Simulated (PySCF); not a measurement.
# Electronic absorption of C2H9GeN

C₂H₉GeN.
Bonds: C1–N2, N2–C3, N2–Ge4. Hydrogens: H5, H6, H7 on C1; H8, H9, H10 on C3; H11, H12, H13 on Ge4.

Method: TDDFT B3LYP/def2-SVPD, vertical, gas phase, core orbitals frozen in the response (PySCF). Geometry: PBE0-D3(BJ)/def2-SVP; no solvent, vibrations or thermal averaging. Relativistic effects, spin–orbit coupling among them, are left out although an element past zinc is present.

Predict the UV-vis stick spectrum at this level.

| state | E (eV) | E (kJ/mol) | λ (nm) | f | \|μ\| (D) | main configurations (H = HOMO, L = LUMO) |
| --- | --- | --- | --- | --- | --- | --- |
| S1 | 5.04 | 487 | 245.9 | 0.011 | 0.77 | H→L (91%), H→L+1 (8%) |
| S2 | 5.44 | 525 | 227.7 | 0.036 | 1.33 | H→L+1 (90%), H→L (8%) |
| S3 | 6.06 | 585 | 204.6 | 0.0023 | 0.32 | H→L+2 (99%) |
| S4 | 6.22 | 600 | 199.4 | 0.0095 | 0.63 | H→L+3 (98%) |
| S5 | 6.56 | 633 | 188.9 | 0.029 | 1.07 | H→L+4 (96%) |
| S6 | 6.58 | 635 | 188.4 | 0.0010 | 0.20 | H→L+5 (98%) |
| S7 | 7.23 | 698 | 171.5 | 0.065 | 1.54 | H→L+6 (96%) |
| S8 | 7.49 | 722 | 165.6 | 0.052 | 1.35 | H→L+7 (96%) |
| S9 | 7.73 | 746 | 160.4 | 0.0001 | 0.06 | H→L+8 (98%) |
| S10 | 7.92 | 764 | 156.6 | 0.011 | 0.59 | H→L+9 (97%) |

Triplets, Tamm–Dancoff:

```csv
state,E (eV),λ (nm),"main configurations (H = HOMO, L = LUMO)"
T1,4.89,253.4,"H→L (54%), H→L+1 (43%)"
T2,5.12,242.2,"H→L+1 (52%), H→L (45%)"
T3,5.97,207.6,H→L+2 (98%)
T4,6.05,205.0,"H→L+3 (89%), H→L+4 (8%)"
```

The lowest singlet comes at 246 nm (487 kJ/mol) in the ultraviolet; it is weak; its leading configuration is HOMO→LUMO (91%). The most intense listed level is S7 at 7.23 eV (171 nm, f = 0.065), 2.19 eV above S1. Löwdin shares by element: HOMO nitrogen 56%, carbon 18%, germanium 7% (atoms not listed hold the other 19%); LUMO germanium 36%, carbon 18%, hydrogen 9% or more (atoms not listed hold the other 37%). The listed states span 2.87 eV, and the widest gap between neighbours is 0.65 eV (S6 to S7). Weighted by f, the mean energy of these states is 6.76 eV. Of the 10 states listed, 6 reach f = 0.01 and 1 stays under 0.0005. No computed singlet lies in the visible range (380 to 750 nm); the lowest, at 246 nm, stands 1.78 eV above its violet end (3.26 eV). The vertical ionisation energy (ΔSCF) is 8.15 eV, 0.23 eV above S10. The window holds the lowest 10 singlets.
